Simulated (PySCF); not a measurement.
Coordinates in bohr (charge -1 multiplicity 1):
```
Au    0.0000    0.0000    0.0000
H     3.1005    0.0000    0.0000
H    -3.1005    0.0000    0.0000
H     0.0000    3.1005    0.0000
H     0.0000   -3.1005    0.0000
```

Level of theory: PBE0 in PySCF with Au def2-TZVPD with ECP60, H def2-TZVPD; scalar-relativistic core potentials, no spin–orbit coupling; density-fitted integrals.

This geometry of AuH₄⁻ is a stationary point at this level.

(1) What is the point group?

(2) Is it a minimum?

(3) List the harmonic modes with their infrared intensities.

(4) Give the atomic charges and bond orders.

(5) Give the ideal-gas entropy at 298.15 K and 1 bar by parts.

Results:

(1) D4h.

(2) Yes: all harmonic wavenumbers are real.

(3) 
| symmetry | ω (cm⁻¹) | IR (km/mol, summed over degenerate members) |
| --- | --- | --- |
| b2g | 769 | 0.0 |
| eu | 782 | 67.9 |
| a2u | 812 | 37.8 |
| b2u | 830 | 0.0 |
| eu | 1759 | 2300 |
| b1g | 2094 | 0.0 |
| a1g | 2097 | 0.0 |

(4) 
| atom | Mulliken | Löwdin | polar tensor | Mayer order to Au1 |
| --- | --- | --- | --- | --- |
| Au1 | -0.83 | -0.13 | 0.06 | – |
| H2,3,4,5 | -0.04 | -0.22 | -0.26 | 0.86 |

(5) translation 175.0, rotation 55.2, vibration 4.5, spin 0.0; total 234.7 J/(mol K).

Other isomers or separated fragments may lie lower. The lowest empty level of this anion is unbound, so it and the gap depend on the basis. Spin–orbit coupling, left out here, can matter for elements this heavy.
